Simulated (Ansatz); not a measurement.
System: pyrimidine, C$_{4}$H$_{4}$N$_{2}$, charge 0, multiplicity 1. 
Geometry from a B3LYP-D3(BJ)/def2-TZVP (Ansatz, an electronic-structure program) optimisation:
SMILES: c1cncnc1
```xyz
10

C     -1.3470     0.0701    -0.0364
C     -0.6833    -1.1427     0.0782
N      0.6465    -1.2224     0.1150
C      1.3054    -0.0679     0.0353
N      0.7750     1.1485    -0.0766
C     -0.5560     1.2071    -0.1117
H     -2.4264     0.1262    -0.0656
H     -1.2290    -2.0783     0.1425
H      2.3882    -0.1242     0.0646
H     -0.9974     2.1941    -0.2027
```

Parts of the frozen-core correlation energy in aug-cc-pVTZ (Ansatz, hartree). Frozen orbitals: 6; correlated occupied orbitals by spin: 15 and 15; virtual: 347 and 347. Spin-orbit coupling is left out. Non-relativistic. The restricted reference is unstable.

```
term                            value
-------------------------  ----------
reference (HF)             -262.78288
MP2 opposite-spin                 ___
MP2 same-spin                     ___
CCSD correlation             -1.03979
(T)                               ___
T1 diagnostic                   0.014
largest doubles amplitude       0.050
```

Task: Fill in the missing entries.

Result: 
- MP2 opposite-spin, value: -0.76462
- MP2 same-spin, value: -0.26491
- (T), value: -0.05756
